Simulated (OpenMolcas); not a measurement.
## Cu4+ in a point-charge field

Cu4+ among 8 point charges of -1.04 e arranged as a cube (Oh), 2.03 Å from the ion.

```yaml
Program: OpenMolcas 26.06
Method: "SS-CASPT2, IPEA 0.25 Eh, imaginary shift 0.1 Eh (closed shells correlated: 3s 3p)"
Basis: ANO-RCC-VTZP [6s5p3d2f1g]
Scalar_Hamiltonian: DKH2, point nucleus
Active_space: 7 electrons in 5 orbitals (3d)
State_averaging: 2S+1 = 4 even, 10 roots; 2S+1 = 2 even, 40 roots
Spin-orbit_coupling: RASSI with atomic mean-field integrals over the reference wave functions
```

The lowest spin-free states (labels of O, the rotations of Oh), above the lowest:

```csv
State,Degeneracy,E (cm-1),Free-ion L (%)
4A2,1,0,F (100)
4T2,3,240,F (100)
4T1,3,1040,F (100)
4T1,3,20370,P (100)
2A1,1,21880,G (100)
2E,2,21990,G (99)
2T1,3,22010,G (100)
2T2,3,22180,G (100)
2T1,3,28510,H (63)
2T1,3,28660,H (54)
2T1,3,29650,H (82)
2T2,3,29900,H (99)
2E,2,30230,H (99)
2T2,3,30440,D (99)
2E,2,30650,D (99)
2A2,1,48900,F (100)
2T2,3,49080,F (100)
2T1,3,49130,F (100)
2E,2,77550,D (100)
2T2,3,77620,D (100)
```

The lowest levels with spin-orbit coupling:

| E (cm-1) | Degeneracy | Label | 2S+1 | g |
| --- | --- | --- | --- | --- |
| 0 | 4 | Γ8 | 4 |  |
| 350 | 4 | Γ8 | 4 |  |
| 600 | 2 | Γ6 | 4 | 3.86 3.86 3.86 |
| 1750 | 2 | Γ7 | 4 | 3.99 3.99 3.99 |
| 1780 | 2 | Γ6 | 4 | 1.86 1.86 1.86 |
| 1970 | 4 | Γ8 | 4 |  |
| 2880 | 4 | Γ8 | 4 |  |
| 3290 | 2 | Γ7 | 4 | 1.99 1.99 1.99 |
| 3860 | 4 | Γ8 | 4 |  |
| 21160 | 4 | Γ8 | 4 |  |
| 21160 | 2 | Γ7 | 4 | 2.66 2.66 2.66 |
| 21600 | 4 | Γ8 | 4 |  |
| 22380 | 2 | Γ6 | 4 | 2.64 2.64 2.64 |
| 22440 | 2 | Γ6 | 2 | 4.05 4.05 4.05 |
| 22580 | 4 | Γ8 | 2 |  |
| 22800 | 4 | Γ8 | 2 |  |
| 24050 | 2 | Γ6 | 2 | 2.08 2.08 2.08 |
| 24120 | 4 | Γ8 | 2 |  |
| 24260 | 2 | Γ7 | 2 | 2.66 2.66 2.66 |
| 29100 | 4 | Γ8 | 2 |  |

Powder χT (cm3 K/mol): 4.17 at 2 K, 4.21 at 10 K, 4.42 at 50 K, 4.67 at 100 K, 5.02 at 200 K, 5.2 at 300 K. The effective moment at 300 K is 2.828 √(χT) = 6.45 μB.

The lowest level has 2S+1 = 4, for which the spin-only value is χT = S(S+1) / 2 = 1.875 cm3 K/mol (g = 2). The computed 5.201 at 300 K differs by +3.326, through orbital momentum, spin-orbit coupling and any other state in reach.

Roots that are degenerate in the reference are averaged as groups; the widest CASPT2 spread within a group is 390 cm-1 (the 3-fold group of multiplicity 4 near 237 cm-1 above the lowest state of its run). Shifts and gaps below about the spread of the groups concerned are not significant. Spin-orbit coupling mixes the spin-free states strongly: the lowest level takes only 47 % from its leading state, 4T2, which lies 237 cm-1 above the lowest spin-free state. The ground term spreads over less than 5000 cm-1, several times less than with real ligands, so orbital moments are less quenched and χT lies further from the spin-only value than at real sites. Free-ion shares, where given, are those of the reference states; single-state CASPT2 does not remix them. Point charges carry no covalency, so the field is a model and not that of real ligands. No measured value stands beside these numbers.
